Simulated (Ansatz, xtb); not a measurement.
# Relative energy of two isomers of C5H6BNSi

Structure a: `N#CB1C=CC=C1[SiH3]`, a singlet. Structure b: `N#CC1=CC([SiH3])=CB1`, a singlet. Both are isolated molecules in the gas phase, relaxed with B3LYP-D3(BJ)/def2-SVP.

a (Å):

```xyz
14

C    -1.5469   -0.4338    2.9580
C    -1.8943    0.0926    0.2466
C    -1.0763   -0.1134   -0.8062
C     0.2357   -0.7354   -0.3817
C     0.3132   -0.9530    0.9542
B    -1.0859   -0.4273    1.4930
N    -1.8842   -0.4462    4.0710
Si    1.7613   -1.6999    1.8606
H    -2.8907    0.5298    0.1788
H    -1.2922    0.1237   -1.8528
H     1.0164   -0.9694   -1.1143
H     1.3487   -2.9458    2.5714
H     2.2917   -0.7454    2.8782
H     2.8411   -2.0258    0.8827
```

b (Å):

| atom | x (Å) | y (Å) | z (Å) |
| --- | --- | --- | --- |
| C | -2.3269 | 0.2011 | 2.1549 |
| C | -1.4389 | 0.5851 | 1.1150 |
| C | -0.8456 | 1.8000 | 0.9991 |
| C | 0.0463 | 1.8932 | -0.2231 |
| C | 0.0281 | 0.7196 | -0.9048 |
| B | -0.9306 | -0.2697 | -0.1293 |
| N | -3.0569 | -0.1459 | 2.9912 |
| Si | 1.0168 | 3.4389 | -0.6806 |
| H | -0.9793 | 2.6344 | 1.6941 |
| H | 1.9480 | 3.7922 | 0.4309 |
| H | 0.0751 | 4.5797 | -0.8779 |
| H | 1.7806 | 3.1781 | -1.9303 |
| H | 0.5982 | 0.5540 | -1.8212 |
| H | -1.2247 | -1.4026 | -0.3936 |

Quicker runs give these differences E(b) − E(a): GFN2-xTB −39.9 kJ/mol; HF/STO-3G +47.8 kJ/mol (at GFN2-xTB geometries); r2SCAN-D4/def2-SVP +54.1 kJ/mol (at GFN2-xTB geometries).

Question: Estimate E(b) − E(a) at the level CCSD(T)/def2-SVP + ΔMP2/def2-TZVPP.

Answer: Calculated at CCSD(T)/def2-SVP + ΔMP2/def2-TZVPP: E(b) − E(a) = +58.2 kJ/mol, so structure a lies lower.

The same difference at several levels:

| level | geometry | E(b) − E(a) (kJ/mol) | departure from the last row (kJ/mol) | job, with rough time for the two |
| --- | --- | --- | --- | --- |
| GFN2-xTB | GFN2-xTB | −39.9 | −98.1 | optimisation, 0.31 s |
| HF/STO-3G | GFN2-xTB | +47.8 | −10.4 | single point, 0.54 s |
| r2SCAN-D4/def2-SVP | GFN2-xTB | +54.1 | −4.2 | single point, 6.1 s |
| B3LYP-D3(BJ)/def2-SVP | B3LYP-D3(BJ)/def2-SVP | +53.8 | −4.5 | optimisation, 86 s |
| HF/def2-SVP | B3LYP-D3(BJ)/def2-SVP | +55.4 | −2.8 | part of the CCSD(T) run |
| MP2/def2-SVP | B3LYP-D3(BJ)/def2-SVP | +56.9 | −1.3 | part of the CCSD(T) run |
| CCSD(T)/def2-SVP | B3LYP-D3(BJ)/def2-SVP | +55.8 | −2.5 | single point |
| CCSD(T)/def2-SVP + ΔMP2/def2-TZVPP | B3LYP-D3(BJ)/def2-SVP | +58.2 |  | single point, 2.2 min |

As drawn, b has 1 C–C, 1 B–H in place of 1 C–B, 1 C–H.

GFN2-xTB puts the two in the other order. The largest departure from CCSD(T)/def2-SVP + ΔMP2/def2-TZVPP is that of GFN2-xTB, 98.1 kJ/mol. The last row adds to CCSD(T) the change of the MP2 difference between the two basis sets, here +2.5 kJ/mol.

With thermal terms from frequencies at re-optimised GFN2-xTB minima (ideal gas, soft modes damped towards free rotors, one conformer each, 298.15 K, 1 atm): on the last row, ΔE + ΔZPE = +54.2, ΔH = +54.3, ΔG = +54.4 kJ/mol.

The correlated steps freeze 12 core orbitals. Programs: Ansatz 0.2.0, xtb 6.7.1; the last row on 2 threads of Arm Neoverse V2 on a shared host.
